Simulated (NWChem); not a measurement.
System: BeSi2H6; SMILES [SiH3][Be][SiH3]

Here is an NWChem input.

```
start job
memory heap 200 mb stack 900 mb global 1100 mb
geometry units angstroms noautosym nocenter noautoz
  Be     0.001066     0.000002     0.000027
  Si     0.000206     2.190094     0.000050
  H      0.222189     2.761013    -1.363786
  H      1.069853     2.761429     0.874536
  H     -1.292397     2.760121     0.489461
  Si     0.000150    -2.190089     0.000072
  H     -1.004190    -2.760299    -0.949359
  H     -0.320432    -2.760618     1.344322
  H      1.324078    -2.761653    -0.394691
end
basis spherical
  Be library 6-311g**
  Si library 6-311g**
  H library 6-311g**
end
dft
  xc b3lyp
  iterations 150
end
property
  shielding 3 1 2 3
  efieldgrad
end
task dft property
```

NWChem printed, in part:

```
             Northwest Computational Chemistry Package (NWChem) 7.3.0
             --------------------------------------------------------

                             Geometry "geometry" -> ""
                             -------------------------

 Output coordinates in angstroms (scale by  1.889725989 to convert to a.u.)

  No.       Tag          Charge          X              Y              Z
 ---- ---------------- ---------- -------------- -------------- --------------
    1 Be                   4.0000     0.00106600     0.00000200     0.00002700
    2 Si                  14.0000     0.00020600     2.19009400     0.00005000
    3 H                    1.0000     0.22218900     2.76101300    -1.36378600
    4 H                    1.0000     1.06985300     2.76142900     0.87453600
    5 H                    1.0000    -1.29239700     2.76012100     0.48946100
    6 Si                  14.0000     0.00015000    -2.19008900     0.00007200
    7 H                    1.0000    -1.00419000    -2.76029900    -0.94935900
    8 H                    1.0000    -0.32043200    -2.76061800     1.34432200
    9 H                    1.0000     1.32407800    -2.76165300    -0.39469100

 Effective nuclear repulsion energy (a.u.)      95.3750730468

                              NWChem Property Module
                              ----------------------

  itol2e modified to match energy
  convergence criterion.

                                 NWChem DFT Module
                                 -----------------

 Summary of "ao basis" -> "ao basis" (spherical)
 ------------------------------------------------------------------------------
       Tag                 Description            Shells   Functions and Types
 ---------------- ------------------------------  ------  ---------------------
 Be                         6-311g**                 8       18   4s3p1d
 Si                         6-311g**                12       26   6s5p1d
 H                          6-311g**                 4        6   3s1p

  itol2e modified to match energy
  convergence criterion.

            General Information
            -------------------
          SCF calculation type: DFT
          Wavefunction type:  closed shell.
          No. of atoms     :     9
          No. of electrons :    38
           Alpha electrons :    19
            Beta electrons :    19
          Charge           :     0
          Spin multiplicity:     1
          Use of symmetry is: off; symmetry adaption is: off
          Maximum number of iterations: 150
          AO basis - number of functions:   106
                     number of shells:    56
          Convergence on energy requested:  1.00D-07
          Convergence on density requested:  1.00D-05
          Convergence on gradient requested:  5.00D-04

              XC Information
              --------------
                         B3LYP Method XC Potential
                     Hartree-Fock (Exact) Exchange  0.200
                        Slater Exchange Functional  0.800 local
                    Becke 1988 Exchange Functional  0.720 non-local
              Lee-Yang-Parr Correlation Functional  0.810
                  VWN I RPA Correlation Functional  0.190 local

             Grid Information
             ----------------
          Grid used for XC integration:  fine
          Radial quadrature: Mura-Knowles
          Angular quadrature: Lebedev.
          Tag              B.-S. Rad. Rad. Pts. Rad. Cut. Ang. Pts.
          ---              ---------- --------- --------- ---------
          Be                  1.05       70          11.0       590
          Si                  1.10      123          13.0       770
          H                   0.35       60          14.0       590
          Grid pruning is: on
          Number of quadrature shells:   676
          Spatial weights used:  Erf1

      Superposition of Atomic Density Guess
      -------------------------------------

 Sum of atomic energies:        -595.24392073

      Non-variational initial energy
      ------------------------------

 Total energy =    -596.014723
 1-e energy   =   -1012.565270
 2-e energy   =     321.175474
 HOMO         =      -0.246934
 LUMO         =      -0.001239

   convergence    iter        energy       DeltaE   RMS-Dens  Diis-err
 ---------------- ----- ----------------- --------- --------- ---------
 d= 0,ls=0.0,diis     1   -597.3312898903 -6.93D+02  5.36D-03  8.71D-01
 d= 0,ls=0.0,diis     2   -597.3684097746 -3.71D-02  2.41D-03  1.53D-02
 d= 0,ls=0.0,diis     3   -597.3702175631 -1.81D-03  9.27D-04  9.05D-03
 d= 0,ls=0.0,diis     4   -597.3720908270 -1.87D-03  4.36D-05  3.07D-05
 d= 0,ls=0.0,diis     5   -597.3720943792 -3.55D-06  1.45D-05  1.18D-06
 d= 0,ls=0.0,diis     6   -597.3720945814 -2.02D-07  4.92D-06  3.05D-07
 d= 0,ls=0.0,diis     7   -597.3720946309 -4.95D-08  6.60D-07  3.51D-09

         Total DFT energy =     -597.372094630857
      One electron energy =    -1015.595443698020
           Coulomb energy =      369.811171541088
    Exchange-Corr. energy =      -46.962895520773
 Nuclear repulsion energy =       95.375073046848

 Numeric. integr. density =       38.000002055476

                       DFT Final Molecular Orbital Analysis
                       ------------------------------------

 Vector   17  Occ=2.000000D+00  E=-3.438710D-01
              MO Center=  3.0D-02, -1.5D-03,  4.3D-02, r^2= 9.0D+00
   Bfn.  Coefficient  Atom+Function         Bfn.  Coefficient  Atom+Function
  ----- ------------  ---------------      ----- ------------  ---------------
   102     -0.196441  9 H  s                 58     -0.194253  5 H  s
    34      0.187284  2 Si px                78     -0.187287  6 Si px
   103     -0.141805  9 H  s                 59     -0.140244  5 H  s
    52      0.127615  4 H  s                101     -0.117476  9 H  s
    57     -0.116170  5 H  s                 90      0.116044  7 H  s

 Vector   18  Occ=2.000000D+00  E=-3.196828D-01
              MO Center=  4.1D-04, -1.5D-05,  6.0D-05, r^2= 4.4D+00
   Bfn.  Coefficient  Atom+Function         Bfn.  Coefficient  Atom+Function
  ----- ------------  ---------------      ----- ------------  ---------------
     6      0.458184  1 Be s                 35     -0.186781  2 Si py
    79      0.186783  6 Si py                10      0.178292  1 Be s
     2     -0.147328  1 Be s                 32     -0.103056  2 Si py
    76      0.103057  6 Si py                 1     -0.099539  1 Be s
    29      0.083545  2 Si py                73     -0.083546  6 Si py

 Vector   19  Occ=2.000000D+00  E=-2.692794D-01
              MO Center=  5.5D-04,  1.7D-05,  5.0D-05, r^2= 4.8D+00
   Bfn.  Coefficient  Atom+Function         Bfn.  Coefficient  Atom+Function
  ----- ------------  ---------------      ----- ------------  ---------------
    35     -0.248670  2 Si py                79     -0.248668  6 Si py
     8      0.246271  1 Be py                 4      0.189543  1 Be py
    24      0.137598  2 Si s                 68     -0.137598  6 Si s
    32     -0.127073  2 Si py                76     -0.127072  6 Si py
    29      0.100927  2 Si py                73      0.100926  6 Si py

 Vector   20  Occ=0.000000D+00  E=-7.396692D-02
              MO Center=  7.7D-04, -2.0D-05,  3.2D-05, r^2= 4.2D+00
   Bfn.  Coefficient  Atom+Function         Bfn.  Coefficient  Atom+Function
  ----- ------------  ---------------      ----- ------------  ---------------
    11      0.450619  1 Be px                 7      0.338976  1 Be px
    53     -0.222297  4 H  s                103     -0.219686  9 H  s
    91      0.213044  7 H  s                 59      0.210060  5 H  s
     3      0.206585  1 Be px                37      0.115188  2 Si px
    81      0.115397  6 Si px                34      0.103078  2 Si px

 Vector   21  Occ=0.000000D+00  E=-7.396588D-02
              MO Center=  1.6D-03,  1.7D-05,  1.8D-05, r^2= 4.2D+00
   Bfn.  Coefficient  Atom+Function         Bfn.  Coefficient  Atom+Function
  ----- ------------  ---------------      ----- ------------  ---------------
    13      0.450629  1 Be pz                 9      0.338976  1 Be pz
    47      0.249605  3 H  s                 97     -0.249845  8 H  s
     5      0.206586  1 Be pz                59     -0.135522  5 H  s
    91      0.130760  7 H  s                103      0.119047  9 H  s
    39      0.115186  2 Si pz                83      0.115385  6 Si pz

 Vector   22  Occ=0.000000D+00  E= 7.331093D-03
              MO Center=  1.9D-04,  7.3D-06,  5.9D-05, r^2= 9.8D+00
   Bfn.  Coefficient  Atom+Function         Bfn.  Coefficient  Atom+Function
  ----- ------------  ---------------      ----- ------------  ---------------
    10      1.929165  1 Be s                 24     -1.336360  2 Si s
    68     -1.336350  6 Si s                 38      0.441409  2 Si py
    82     -0.441409  6 Si py                47      0.305674  3 H  s
    53      0.305906  4 H  s                 59      0.305190  5 H  s
    91      0.305283  7 H  s                 97      0.305481  8 H  s

     Multipole analysis of the density
     ---------------------------------

     L   x y z        total         alpha         beta         nuclear
     -   - - -        -----         -----         ----         -------
     0   0 0 0     -0.000000    -19.000000    -19.000000     38.000000

     1   1 0 0      0.000812     -0.007483     -0.007483      0.015777
     1   0 1 0      0.000013     -0.000061     -0.000061      0.000134
     1   0 0 1     -0.000042     -0.002193     -0.002193      0.004344

     2   2 0 0    -27.593243    -24.025053    -24.025053     20.456862
     2   1 1 0     -0.000040     -0.003852     -0.003852      0.007663
     2   1 0 1      0.000003      0.000001      0.000001      0.000002
     2   0 2 0    -34.947573   -338.933786   -338.933786    642.920000
     2   0 1 1     -0.000000      0.001446      0.001446     -0.002893
     2   0 0 2    -27.593219    -24.025143    -24.025143     20.457066

          -----------------------
          Electric field gradient
          -----------------------

 1 a.u. = 0.324123 10**(16) esu/cm**3  ( or statvolts/cm**2 ) = 0.97174 10**(22) v/m**2

 ------------------------------------------------------------
   Atom      X         Y         Z
 ------------------------------------------------------------
    1 Be   0.00201   0.00000   0.00005
 ------------------------------------------------------------

 Electric field gradient in molecular frame (a.u.)
         XX             YY             ZZ             XY             XZ             YZ
 ------------------------------------------------------------------------------------------
       -0.134260       0.268520      -0.134260       0.000005      -0.000000      -0.000002

 Principal components (a.u.) and orientation
 of principal axis w.r.t. absolute frame                      Asymmetry parameter eta
 --------------------------------------------------------------------------------------
        0.268520      -0.134260      -0.134260                       0.000001

        0.000012       0.783761      -0.621063
        1.000000      -0.000006       0.000011
       -0.000005       0.621063       0.783761

 ------------------------------------------------------------
   Atom      X         Y         Z
 ------------------------------------------------------------
    2 Si   0.00039   4.13868   0.00009
 ------------------------------------------------------------

 Electric field gradient in molecular frame (a.u.)
         XX             YY             ZZ             XY             XZ             YZ
 ------------------------------------------------------------------------------------------
       -0.136514       0.273007      -0.136493      -0.000163       0.000003       0.000004

 Principal components (a.u.) and orientation
 of principal axis w.r.t. absolute frame                      Asymmetry parameter eta
 --------------------------------------------------------------------------------------
        0.273007      -0.136514      -0.136493                       0.000077

       -0.000398       0.992592       0.121497
        1.000000       0.000396       0.000038
        0.000011      -0.121497       0.992592

 ------------------------------------------------------------
   Atom      X         Y         Z
 ------------------------------------------------------------
    3 H    0.41988   5.21756  -2.57718
 ------------------------------------------------------------

[...]

          -----------------------------------------
          Chemical Shielding Tensors (GIAO, in ppm)
          -----------------------------------------

                                NWChem CPHF Module
                                ------------------

  scftype          =     RHF
  nclosed          =       19
  nopen            =        0
  variables        =     1653
  # of vectors     =        3
  tolerance        = 0.10D-03
  level shift      = 0.00D+00
  max iterations   =       50
  max subspace     =       30

 SCF residual:    4.8353436407844677E-006

Iterative solution of linear equations
  No. of variables     1653
  No. of equations        3
  Maximum subspace       30
        Iterations       50
       Convergence  1.0D-04

   iter   nsub   residual    time
   ----  ------  --------  ---------
     1      3    5.54D-01      23.9
     2      6    6.13D-02      25.9
     3      9    2.22D-03      28.0
     4     12    7.28D-05      30.1

      Atom:    1  Be
        Diamagnetic
    138.3545      0.0003     -0.0000
      0.0003    158.4213     -0.0001
     -0.0000     -0.0001    138.3545

        Paramagnetic
   -131.8762      0.0015     -0.0000
      0.0015     -5.6899     -0.0006
     -0.0000     -0.0006   -131.8764

        Total Shielding Tensor
      6.4784      0.0018     -0.0000
      0.0018    152.7313     -0.0007
     -0.0000     -0.0007      6.4781

           isotropic =      55.2293
          anisotropy =     146.2531

          Principal Components and Axis System
                 1           2           3
              152.7313      6.4784      6.4781

      1         0.0000      0.9995      0.0319
      2         1.0000     -0.0000      0.0000
      3        -0.0000     -0.0319      0.9995

      Atom:    2  Si
        Diamagnetic
    880.5744     -0.0005      0.0000
     -0.0005    883.0080      0.0000
      0.0000      0.0000    880.5744

        Paramagnetic
   -397.2060      0.0142     -0.0065
      0.0142   -408.2541     -0.0013
     -0.0065     -0.0013   -397.2137

        Total Shielding Tensor
    483.3684      0.0136     -0.0065
      0.0136    474.7539     -0.0013
     -0.0065     -0.0013    483.3607

           isotropic =     480.4943
          anisotropy =       4.3167

          Principal Components and Axis System
                 1           2           3
              483.3721    483.3570    474.7539

      1         0.8697      0.4936     -0.0016
      2         0.0014      0.0007      1.0000
      3        -0.4936      0.8697      0.0001

      Atom:    3  H
        Diamagnetic
     24.5527      0.8034     -1.6643
      0.8034     27.8975     -4.9375
     -1.6643     -4.9375     34.5091

        Paramagnetic
      2.1296     -0.3867      0.7593
     -0.3867     -0.1315      2.3837
      0.7593      2.3837     -2.4055

        Total Shielding Tensor
     26.6823      0.4168     -0.9050
      0.4168     27.7661     -2.5538
     -0.9050     -2.5538     32.1036

           isotropic =      28.8506
          anisotropy =       6.8725

          Principal Components and Axis System
                 1           2           3
               33.4323     26.5845     26.5352

      1        -0.1460     -0.0359      0.9886
      2        -0.4154      0.9092     -0.0283
      3         0.8978      0.4148      0.1477
```

Level: B3LYP/6-311G** (spherical d), GIAO. The geometry was optimised at B3LYP/6-31G* (spherical d). B3LYP is NWChem's, with the RPA form of VWN correlation. NWChem prints the field gradient with the sign opposite to the second derivative of the potential. The printed shielding anisotropy is the first printed principal value minus the mean of the other two.
